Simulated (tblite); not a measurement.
Distances in Å between the heavy atoms of a computed structure (GFN2-xTB; lower triangle, same order across):
```
C1    0.00
C2    1.33  0.00
F3    2.33  1.37  0.00
C4    2.49  1.47  2.40  0.00
O5    2.87  2.34  3.52  1.22  0.00
C6    3.78  2.52  2.72  1.49  2.39  0.00
Si7   4.49  3.31  3.22  2.65  3.38  1.91  0.00
O8    4.64  3.54  2.89  3.55  4.50  2.98  1.62  0.00
```

Hydrogens: 2 on C1, 2 on C6, 1 on Si7, 1 on O8.

Doublet state.

Read off the bonds between heavy atoms and their formal orders.

C1–C2 (double); C2–F3 (single); C2–C4 (single); C4–O5 (double); C4–C6 (single); C6–Si7 (single); Si7–O8 (single).

Which species is it?

`C=C(F)C(=O)C[SiH]O`, C4H6FO2Si.

Describe the place of each heavy atom.

C1: carbon bonded to C and 2 H; C2: carbon bonded to 2 C and F; F3: fluorine bonded to C; C4: carbon bonded to 2 C and O; O5: oxygen bonded to C; C6: carbon bonded to C, Si and 2 H; Si7: silicon bonded to C, O and H; O8: oxygen bonded to Si and H.

Conformer computed: `[CH2:1]=[C:2]([F:3])[C:4](=[O:5])[CH2:6][SiH:7][OH:8]`: C1–C2–C4–O5 -9°, C2–C4–C6–Si7 81°, C4–C6–Si7–O8 -89°, H–O8–Si7–C6 33°.
